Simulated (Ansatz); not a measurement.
Consider the isomerisation: `BOCCC` → `CC(C)BO`.

Calculated with Ansatz (gas phase, PBE0-D4/def2-TZVP geometries, no zero-point term in ΔE). CCSD(T)/CBS is the MP2 limit (def2-TZVPP, def2-QZVPP) plus CCSD(T) − MP2 in def2-TZVPP, frozen cores. DFT in def2-TZVPP. B3LYP here is the variant with VWN-RPA as its local correlation; programs differ in this. One conformer a species, not always the lowest.

Is it downhill or uphill in electronic energy at CCSD(T)/CBS, and by how much? (An estimate is asked.)

The calculation gave: Downhill: ΔE = -0.75 eV.

What do these levels give: PBE-D4, B3LYP-D4, ωB97X-V, ωB97M-V, B2PLYP, PBE, PBE0, MP2/def2-QZVPP, SCS-MP2/def2-QZVPP, HF/CBS(def2), MP2/CBS(def2), CCSD/CBS(def2)? (Estimate.)

The calculation gave: PBE-D4 -0.75, B3LYP-D4 -0.68, ωB97X-V -0.69, ωB97M-V -0.74, B2PLYP -0.70, PBE -0.73, PBE0 -0.75, MP2/def2-QZVPP -0.81, SCS-MP2/def2-QZVPP -0.73, HF/CBS(def2) -0.58, MP2/CBS(def2) -0.81, CCSD/CBS(def2) -0.74 eV.

Largest T1 diagnostic among the species: 0.012.

In def2-TZVPP, CCSD(T) changes the Hartree–Fock value by −0.16 eV (the triples alone add −0.01 eV) and MP2 by −0.22 eV.
